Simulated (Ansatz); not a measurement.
One change: `[F][Sn][Br]` becomes `[Cl][Sn][Br]`.

Ansatz, PBE0-D4/def2-TZVP geometries, multiplicity 1. 

Elements past krypton have def2 core potentials. Scalar relativity is left out up to krypton.

| property | `[F][Sn][Br]` |
| --- | --- |
| HOMO–LUMO gap (ωB97M-V/def2-TZVPP) / eV | 8.85 |
| ideal-gas entropy at 298 K and 1 bar (rigid rotor, harmonic PBE0-D4/def2-TZVP) / J/(mol·K) | 311 |
| LUMO energy (ωB97M-V/def2-TZVPP) / eV | -1.25 |
| HOMO–LUMO gap (B3LYP/def2-TZVPP) / eV | 4.61 |
| HOMO energy (PBE0/def2-TZVPP) / eV | -8.06 |
| size of the dipole moment (PBE/def2-TZVPP) / D | 3.17 |

(1) What does the change do to each property? (Best estimate.)

## Answers

(1) Computed: 
```
                                                                                  property  `[Cl][Sn][Br]`  shift
                                                   HOMO–LUMO gap (ωB97M-V/def2-TZVPP) / eV            8.44  -0.41
ideal-gas entropy at 298 K and 1 bar (rigid rotor, harmonic PBE0-D4/def2-TZVP) / J/(mol·K)             323     12
                                                     LUMO energy (ωB97M-V/def2-TZVPP) / eV           -1.42  -0.17
                                                     HOMO–LUMO gap (B3LYP/def2-TZVPP) / eV            4.28  -0.33
                                                        HOMO energy (PBE0/def2-TZVPP) / eV           -7.86   0.20
                                            size of the dipole moment (PBE/def2-TZVPP) / D            2.93  -0.24
```

With PBE0 the HOMO rises by 0.20 eV and the LUMO falls by 0.16 eV, so the gap narrows by about 0.36 eV. PBE moves the HOMO by 0.14 eV and ωB97M-V by 0.24 eV. Dipoles are sizes alone; their direction can turn.

B3LYP here is the variant with VWN-RPA as its local correlation; programs differ in this.

Spin–orbit coupling is left out; it splits and shifts lone-pair levels of the heavy atoms by tenths of an eV.
